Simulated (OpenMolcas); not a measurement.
## OpenMolcas run: Ta+

Input:

```
&GATEWAY
Coord
1

Ta 0.0 0.0 0.0
Basis=ANO-R3
Group=XYZ
NoMove
AngMom=0.0 0.0 0.0
AMFI
&SEWARD
&RASSCF
FileOrb=start.orb
Symmetry=1
Spin=5
nActEl=4 0 0
Inactive=15 19
Ras2=6 0
CIRoot=15 15 1
SDav=15
CIMx=300
Iter=120 100
PrWF=0.3
OrbListing=Nothing
MaxOrb=0
Atom
>>> COPY $Project.JobIph JOB001
&RASSCF
FileOrb=start.orb
Symmetry=1
Spin=3
nActEl=4 0 0
Inactive=15 19
Ras2=6 0
CIRoot=63 63 1
SDav=105
CIMx=300
Iter=120 100
PrWF=0.3
OrbListing=Nothing
MaxOrb=0
Atom
>>> COPY $Project.JobIph JOB002
&RASSCF
FileOrb=start.orb
Symmetry=1
Spin=1
nActEl=4 0 0
Inactive=15 19
Ras2=6 0
CIRoot=49 49 1
SDav=105
CIMx=300
Iter=120 100
PrWF=0.3
OrbListing=Nothing
MaxOrb=0
Atom
>>> COPY $Project.JobIph JOB003
&RASSI
NrOfJobIphs=3 15 63 49
1 2 3 4 5 6 7 8 9 10 11 12 13 14 15
1 2 3 4 5 6 7 8 9 10 11 12 13 14 15 16 17 18 19 20 21 22 23 24 25 26 27
28 29 30 31 32 33 34 35 36 37 38 39 40 41 42 43 44 45 46 47 48 49 50 51
52 53 54 55 56 57 58 59 60 61 62 63
1 2 3 4 5 6 7 8 9 10 11 12 13 14 15 16 17 18 19 20 21 22 23 24 25 26 27
28 29 30 31 32 33 34 35 36 37 38 39 40 41 42 43 44 45 46 47 48 49
IphNames
JOB001
JOB002
JOB003
EJob
SpinOrbit
DIPRint=1.0
SOCoupling=1000.0
Subsets=2
MEES
Property=10
'ANGMOM' 1 'ANGMOM' 2 'ANGMOM' 3 'MLTPL  1' 1 'MLTPL  1' 2 'MLTPL  1' 3
'AMFI' 1 'AMFI' 2 'AMFI' 3 'MLTPL  2' 6
SOProperty=3
'ANGMOM' 1 'ANGMOM' 2 'ANGMOM' 3
```

Launched by
```bash
OMP_NUM_THREADS=1 MOLCAS_MEM=2252 MOLCAS_PROJECT=a pymolcas a.inp > a.log  # once for each step of the input, in one work folder
```

A driver script runs the steps one by one and writes start.orb anew before each from the orbitals found so far.

Output, cut to the results:

```
--- SEWARD ---
Basis set label: TA.ANO-R...9S7P6D4F3G2H.

      Electronic valence basis set:
      ------------------
      Associated Effective Charge  73.000000 au
      Associated Actual Charge     73.000000 au
      Nuclear Model: Finite nucleus - Gaussian distribution
        Gaussian exponent, Xi/bohr**(-2):  1.49593E+08

      Shell  nPrim  nBasis  Cartesian Spherical Contaminant
         s      25       9        X
         p      20       7        X
         d      15       6                 X
         f      10       4                 X
         g       4       3                 X
         h       3       2                 X
                  Relativistic X2C integrals
                  Atomic mean-field integrals
--- RASSCF ---
Wave function specifications:
      -----------------------------

      Number of closed shell electrons          68
      Number of electrons in active shells       4
      Max number of holes in RAS1 space          0
      Max nr of electrons in RAS3 space          0
      Number of inactive orbitals               34
      Number of active orbitals                  6
      Number of secondary orbitals              97
      Spin quantum number                      2.0
      State symmetry                             1
Orbital specifications:
      -----------------------

      Symmetry species                           1   2
                                                ag  au
      Frozen orbitals                            0   0
      Inactive orbitals                         15  19
      Active orbitals                            6   0
      RAS1 orbitals                              0   0
      RAS2 orbitals                              6   0
      RAS3 orbitals                              0   0
      Secondary orbitals                        45  52
      Deleted orbitals                           0   0
      Number of basis functions                 66  71
      Number of CSFs                            15
      Number of root(s) required                15
      Iter CI   SX   CI       RASSCF       Energy    max ROT     max BLB   max BLB  Level Ln srch  Step   QN
          iter iter root      energy       change     param      element    value   shift minimum  type update
 Nr of preliminary CI iterations:   1
      Total energies have been shifted. Add               -15000.00 au
        1   1    3    0  -599.93799725    0.00E+00   2.30E-07   10  40 2 -1.52E-06   0.12   0.00    SX    NO
        2   1    3    0  -599.93799725    0.00E+00   1.18E-07   10  40 2  1.24E-06   0.12   0.00    SX    NO
        3   1    3    0  -599.93799725   -5.09E-11   1.68E-07   10  40 2 -1.36E-06   0.12   0.00    SX    NO
        4   1    3    0  -599.93799725    2.91E-11   2.16E-07   10  40 2  1.51E-06   0.12   0.00    SX    NO
      Convergence after  4 iterations
        5   1    3    0  -599.93799725   -2.00E-11   2.16E-07   10  40 2 -1.71E-06   0.12   0.00    SX    NO
      Natural orbitals and occupation numbers for root  1
      sym 1:   0.939073   0.060927   1.000000   0.060927   0.939073   1.000000
      Natural orbitals and occupation numbers for root  2
      sym 1:   1.000000   0.887058   0.112942   0.112942   0.887058   1.000000
      Natural orbitals and occupation numbers for root  3
      sym 1:   1.000000   0.953304   0.953304   0.046696   0.046696   1.000000
::    RASSCF root number  1 Total energy: -15599.96638003
::    RASSCF root number  2 Total energy: -15599.96638003
::    RASSCF root number  3 Total energy: -15599.96638003
::    RASSCF root number  4 Total energy: -15599.96638003
::    RASSCF root number  5 Total energy: -15599.96638003
::    RASSCF root number  6 Total energy: -15599.96638003
::    RASSCF root number  7 Total energy: -15599.96638003
::    RASSCF root number  8 Total energy: -15599.92335148
::    RASSCF root number  9 Total energy: -15599.92335148
::    RASSCF root number 10 Total energy: -15599.92335148
::    RASSCF root number 11 Total energy: -15599.90704883
::    RASSCF root number 12 Total energy: -15599.90704883
::    RASSCF root number 13 Total energy: -15599.90704883
::    RASSCF root number 14 Total energy: -15599.90704883
::    RASSCF root number 15 Total energy: -15599.90704883
--- RASSCF ---
Wave function specifications:
      -----------------------------

      Number of closed shell electrons          68
      Number of electrons in active shells       4
      Max number of holes in RAS1 space          0
...
--- RASSI ---
SPIN-FREE ENERGIES:
  (Shifted by EMIN (a.u.) =     -15599.9663800339)

 SF State       Relative EMIN(au)   Rel lowest level(eV)    D:o, cm**(-1)      L_eff

     1             0.0000000000        0.0000000000              0.0000         3.0
     2             0.0000000000        0.0000000000              0.0000         3.0
     3             0.0000000000        0.0000000000              0.0000         3.0
     4             0.0000000000        0.0000000000              0.0000         3.0
     5             0.0000000000        0.0000000000              0.0000         3.0
     6             0.0000000000        0.0000000000              0.0000         3.0
     7             0.0000000000        0.0000000000              0.0000         3.0
    16             0.0260042402        0.7076114233           5707.2710         1.0
    17             0.0260042402        0.7076114233           5707.2710         1.0
    18             0.0260042402        0.7076114233           5707.2710         1.0
     8             0.0430285569        1.1708666803           9443.6767         1.0
     9             0.0430285569        1.1708666803           9443.6767         1.0
    10             0.0430285569        1.1708666803           9443.6767         1.0
    19             0.0431173390        1.1732825658           9463.1621         3.0
    20             0.0431173390        1.1732825658           9463.1621         3.0
    21             0.0431173390        1.1732825658           9463.1621         3.0
    22             0.0431173390        1.1732825658           9463.1621         3.0
    23             0.0431173390        1.1732825658           9463.1621         3.0
    24             0.0431173390        1.1732825658           9463.1621         3.0
    25             0.0431173390        1.1732825658           9463.1621         3.0
    79             0.0500221230        1.3611713090          10978.5870         2.0
...
```

Levels above the lowest, from the spin-orbit matrix, grouped by J:

```tsv
Configuration	Term	J	E (cm-1)	Measured (cm-1)	g	Term weight %	Second
5d3 6s	5F	1	0.0	0.0	0.017	96	3 3D
5d3 6s	5F	2	1061	1031	1.004	97	2 3D
5d3 6s	5F	3	2608	2642	1.249	98	
5d3 6s	5F	4	4459	4416	1.344	97	
5d3 6s	5F	5	6412	6187	1.389	94	6 3G
5d3 6s	3P(1)	0	6627			91	6 5d4 5D
5d3 6s	3P(1)	1	7472		1.589	83	11 5P
5d3 6s	3P(1)	2	8261		1.458	62	17 5P
5d2 6s2	3F	2	10371	3180	0.719	91	2 5d3 6s 1D(1)
5d2 6s2	3F	3	12610	6831	1.061	86	10 5d3 6s 3G
5d3 6s	5P	1	12756		2.338	84	7 5d4 5D
5d3 6s	5P	2	13291		1.218	37	33 1D(1)
5d2 6s2	3F	4	14322	9746	1.205	60	21 5d3 6s 3G
5d3 6s	5P	3	14525		1.656	97	2 3D
5d4	5D	0	14896			90	8 5d3 6s 3P(1)
5d3 6s	5P	2	14996		1.424	32	22 5d4 5D
5d4	5D	1	15280		1.523	85	7 5d3 6s 3P(1)
5d3 6s	3G	3	15531		0.836	75	13 3F(1)
5d4	5D	2	16050		1.467	72	10 5d3 6s 5P
5d3 6s	3G	4	16509		1.077	51	23 5d2 6s2 3F
5d4	5D	3	17231		1.461	91	5 5d3 6s 3F(1)
5d3 6s	3G	5	17350		1.159	65	27 3H
5d3 6s	1G(1)	4	17570		0.988	65	18 3H
5d3 6s	3F(1)	2	18677		0.909	41	40 1D(1)
```

Against the 7 measured excited levels shown (NIST Handbook of Basic Atomic Spectroscopic Data) the mean absolute deviation is 2600 cm-1; the largest miss in energy is 5d2 6s2 3F2: computed 10371, measured 3180 cm-1 (+226.1 %).

Without dynamic correlation excited terms often stand tens of per cent too high (terms of higher spin than the ground term too low), and those without a measured partner can miss by more than the paired ones. Configurations are named by rounded mean occupations; where the s occupation lies near a half they are strongly mixed, a name can repeat and a true partner stay unpaired. A single d shell beside an s shell can misplace configurations of different d count against each other. Measured partners are found by configuration, term and J. A level has none where our copy of the source lacks it or the pairing is in doubt (some pairs that miss far off the trend of their configuration count as doubtful), and it then counts in no deviation. Levels of configurations outside the active space are missing. The first state left out of the spin-orbit step lies near 30000 cm-1 above the lowest spin-free state of the reference (among the parities and spins computed), and the list stops at four fifths of that energy or lower. The table shows the lowest 24 of 36 levels.

The RASSCF and RASSI steps took 75 s on 1 thread of Arm Neoverse V2 (shared host); the integral step is not counted.

The term weight is that of the spin-free term in the level, not the purity of its configuration. A number in round brackets counts repeated terms of one configuration in the order of the reference energies.
